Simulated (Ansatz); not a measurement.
One change: `O[SiH2][AlH][Cl]` becomes `[OH][AlH][SiH2]O`.

Ansatz, PBE0-D4/def2-TZVP geometries, multiplicity 1. Each molecule was computed in one conformer, which needn't be the lowest.

| property | `O[SiH2][AlH][Cl]` |
| --- | --- |
| zero-point energy (PBE0-D4/def2-TZVP) / kJ/mol | 103.7 |
| size of the dipole moment (PBE/def2-TZVPP) / D | 0.98 |
| HOMO energy (ωB97M-V/def2-TZVPP) / eV | -9.60 |
| HOMO energy (PBE/def2-TZVPP) / eV | -6.46 |
| ideal-gas entropy at 298 K and 1 bar (rigid rotor, harmonic PBE0-D4/def2-TZVP) / J/(mol·K) | 367 |
| HOMO–LUMO gap (PBE0/def2-TZVPP) / eV | 5.54 |

(1) Give the same properties after the change, and the shifts. (Estimate.)

## Answers

(1) Computed: 
```csv
property,`[OH][AlH][SiH2]O`,shift
zero-point energy (PBE0-D4/def2-TZVP) / kJ/mol,135.4,31.7
size of the dipole moment (PBE/def2-TZVPP) / D,1.49,0.51
HOMO energy (ωB97M-V/def2-TZVPP) / eV,-9.14,0.46
HOMO energy (PBE/def2-TZVPP) / eV,-5.93,0.53
"ideal-gas entropy at 298 K and 1 bar (rigid rotor, harmonic PBE0-D4/def2-TZVP) / J/(mol·K)",357,-10
HOMO–LUMO gap (PBE0/def2-TZVPP) / eV,5.65,0.11
```

With PBE0 the HOMO rises by 0.49 eV and the LUMO rises by 0.59 eV, so the gap widens by about 0.10 eV. PBE moves the HOMO by 0.53 eV and ωB97M-V by 0.46 eV. The zero-point energy changes by 31.7 kJ/mol with +3 modes. Dipoles are sizes alone; their direction can turn. Modes under 60 cm⁻¹, often nearly free rotors, make the harmonic entropy too high.
